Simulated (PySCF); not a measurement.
H4SSiZn, SMILES [SiH3][Zn][SH]. Atoms are numbered in the order given.

```xyz
7

Zn     0.0034     0.0435    -0.0578
S      0.6199     1.3642    -1.6965
H      1.9007     1.3905    -1.2608
Si    -0.6740    -1.3837     1.7009
H     -1.6622    -2.4057     1.2286
H     -1.3162    -0.6203     2.8183
H      0.4936    -2.1243     2.2785
```
Charge 0, spin multiplicity 1.

Geometry optimised at PBE0-D3(BJ)/def2-SVP. One conformer was computed; it need not be the lowest.

Method: B3LYP/def2-TZVPD run with PySCF.

Gas-phase values at a fixed geometry.

Q: Estimate the frontier levels, gap, dipole moment and polarisability. (Estimate from the structure and the level; the computed values follow.)

A: 
| Quantity | Result |
|---|---|
| highest occupied level | -7.03 eV |
| lowest empty level | -1.47 eV |
| orbital gap | 5.56 eV |
| dipole moment | 1.24 D |
| quadrupole, principal values (traceless, Buckingham form, about the centre of nuclear charge) | -10.14, 1.94, 8.19 D·Å |
| mean static polarisability | 85.8 bohr³ (12.72 Å³) |
| polarisability, principal values | 67.0, 67.9, 122.5 bohr³ |
